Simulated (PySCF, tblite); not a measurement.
C₇H₇N.
SMILES with atom numbers: `[N:1]#[C:2][C@:3]12[CH2:4][C@@H:5]3[C@H:6]([CH2:7]1)[C@H:8]23` (hydrogens: H9, H10 on C4; H11 on C5; H12 on C6; H13, H14 on C7; H15 on C8)

Computed with GFN2-xTB (tblite), gas phase: Langevin dynamics at 200 K from the optimised GFN2-xTB geometry, time step 0.5 fs, friction 0.01 fs⁻¹, 2000 steps. Over the second half of the run the saved frames average 226 K.

Frame at 250 fs, instantaneous temperature 132 K:
```
atom  x, y, z in Å
N1     -1.724    2.613   -1.494
C2     -1.217    1.749   -0.940
C3     -0.553    0.646   -0.287
C4      0.960    0.537   -0.339
C5      0.749   -0.336    0.897
C6     -0.479   -1.193    0.639
C7     -1.009   -0.806   -0.748
C8     -0.632    0.184    1.160
H9      1.543    1.457   -0.133
H10     1.258   -0.021   -1.227
H11     1.488   -0.589    1.663
H12    -0.771   -2.079    1.183
H13    -0.600   -1.172   -1.681
H14    -2.088   -0.896   -0.842
H15    -1.221    0.529    2.014
```

Frame at 425 fs, instantaneous temperature 181 K:
```
atom  x, y, z in Å
N1     -1.940    2.432   -1.132
C2     -1.457    1.552   -0.566
C3     -0.676    0.477   -0.116
C4      0.874    0.542   -0.154
C5      0.846   -0.556    0.902
C6     -0.302   -1.454    0.542
C7     -0.916   -0.913   -0.752
C8     -0.551   -0.187    1.280
H9      1.329    1.508    0.119
H10     1.280    0.322   -1.114
H11     1.645   -0.832    1.545
H12    -0.405   -2.446    0.897
H13    -0.275   -1.154   -1.582
H14    -1.909   -1.201   -0.899
H15    -0.939    0.050    2.266
```

Frame at 625 fs, instantaneous temperature 200 K:
```
atom  x, y, z in Å
N1     -2.456    2.518   -0.722
C2     -1.785    1.642   -0.417
C3     -0.830    0.667   -0.215
C4      0.633    1.218    0.002
C5      0.816   -0.040    0.891
C6     -0.006   -1.169    0.266
C7     -0.703   -0.616   -0.972
C8     -0.654   -0.135    1.115
H9      0.647    2.094    0.662
H10     1.222    1.294   -0.905
H11     1.652   -0.237    1.525
H12     0.073   -2.165    0.541
H13    -0.145   -0.632   -1.915
H14    -1.643   -1.124   -1.252
H15    -1.276   -0.206    1.992
```

Frame at 800 fs, instantaneous temperature 305 K:
```
atom  x, y, z in Å
N1     -3.054    1.855    0.210
C2     -2.065    1.294    0.023
C3     -0.802    0.542   -0.053
C4      0.531    1.259    0.185
C5      1.074   -0.034    0.685
C6      0.466   -1.075   -0.197
C7     -0.476   -0.419   -1.191
C8     -0.372   -0.559    0.963
H9      0.527    1.981    1.041
H10     1.077    1.769   -0.617
H11     2.037   -0.168    1.257
H12     0.892   -2.108   -0.311
H13     0.076    0.015   -2.067
H14    -1.277   -1.030   -1.540
H15    -0.886   -0.935    1.824
```

Frame at 1000 fs, instantaneous temperature 181 K:
```
atom  x, y, z in Å
N1     -2.849    1.499    0.933
C2     -1.893    1.107    0.440
C3     -0.646    0.528   -0.021
C4      0.608    1.412   -0.115
C5      1.363    0.136    0.235
C6      0.662   -1.000   -0.511
C7     -0.414   -0.347   -1.293
C8      0.141   -0.470    0.829
H9      0.644    2.203    0.678
H10     0.640    1.952   -1.022
H11     2.312   -0.032    0.609
H12     1.174   -1.925   -0.717
H13    -0.173    0.319   -2.113
H14    -1.297   -0.971   -1.605
H15    -0.009   -0.995    1.774
```

Problem. What do single points at PBE0/pcSseg-1 (PySCF, gas phase) give on these frames?

Solution. 
```
t (fs)  GFN2-xTB E above start (eV)  DFT E above lowest frame (eV)  HOMO (eV)  LUMO (eV)  dipole (D)
   250                         0.31                           0.00      -7.82       0.56        4.29
   425                         0.28                           0.06      -7.74       0.30        4.37
   625                         0.33                           0.06      -7.91       0.42        4.32
   800                         0.38                           0.03      -7.55       0.42        4.44
  1000                         0.44                           0.15      -7.69       0.47        4.26
```

The two levels order the frames alike by energy but for pairs within 0.08 eV at one level; measured from each level's lowest frame they differ by 0.07 eV at most. The HOMO–LUMO gap runs from 7.97 to 8.38 eV. These are instantaneous structures, not minima.

Problem. And the isotropic GIAO shieldings (ppm) from the same runs?

Solution. 
```json
{"atom": "N1", "250 fs": "-35.2", "425 fs": "-46.8", "625 fs": "-40.4", "800 fs": "-41.1", "1000 fs": "-39.5", "mean": "-40.6", "range": "11.6"}
{"atom": "C2", "250 fs": "62.0", "425 fs": "60.3", "625 fs": "61.9", "800 fs": "60.9", "1000 fs": "62.6", "mean": "61.5", "range": "2.3"}
{"atom": "C3", "250 fs": "151.8", "425 fs": "158.9", "625 fs": "160.7", "800 fs": "151.4", "1000 fs": "153.9", "mean": "155.3", "range": "9.3"}
{"atom": "C4", "250 fs": "146.7", "425 fs": "138.1", "625 fs": "137.4", "800 fs": "141.1", "1000 fs": "142.2", "mean": "141.1", "range": "9.3"}
{"atom": "C5", "250 fs": "166.4", "425 fs": "175.7", "625 fs": "166.7", "800 fs": "161.4", "1000 fs": "169.9", "mean": "168.0", "range": "14.3"}
{"atom": "C6", "250 fs": "170.1", "425 fs": "171.3", "625 fs": "173.9", "800 fs": "159.4", "1000 fs": "173.0", "mean": "169.5", "range": "14.5"}
{"atom": "C7", "250 fs": "137.4", "425 fs": "145.1", "625 fs": "150.3", "800 fs": "144.9", "1000 fs": "140.3", "mean": "143.6", "range": "12.9"}
{"atom": "C8", "250 fs": "157.4", "425 fs": "151.4", "625 fs": "146.3", "800 fs": "142.8", "1000 fs": "151.1", "mean": "149.8", "range": "14.6"}
{"atom": "H9", "250 fs": "28.4", "425 fs": "28.2", "625 fs": "28.5", "800 fs": "28.0", "1000 fs": "28.1", "mean": "28.2", "range": "0.5"}
{"atom": "H10", "250 fs": "29.6", "425 fs": "30.0", "625 fs": "29.4", "800 fs": "29.4", "1000 fs": "30.4", "mean": "29.8", "range": "1.0"}
{"atom": "H11", "250 fs": "29.4", "425 fs": "30.5", "625 fs": "30.0", "800 fs": "28.3", "1000 fs": "31.2", "mean": "29.9", "range": "2.9"}
{"atom": "H12", "250 fs": "29.9", "425 fs": "30.4", "625 fs": "31.3", "800 fs": "28.6", "1000 fs": "30.2", "mean": "30.1", "range": "2.7"}
{"atom": "H13", "250 fs": "29.8", "425 fs": "29.8", "625 fs": "29.6", "800 fs": "28.9", "1000 fs": "29.7", "mean": "29.6", "range": "0.9"}
{"atom": "H14", "250 fs": "28.8", "425 fs": "29.9", "625 fs": "28.5", "800 fs": "29.1", "1000 fs": "27.9", "mean": "28.8", "range": "2.0"}
{"atom": "H15", "250 fs": "28.4", "425 fs": "28.3", "625 fs": "28.3", "800 fs": "27.8", "1000 fs": "28.4", "mean": "28.2", "range": "0.6"}
```

What follows is the cost of the whole dynamics run. Hardware: one thread, Arm Neoverse V2 (aarch64), shared host. Cost: 8.1 s, 0.18 GiB resident at most.
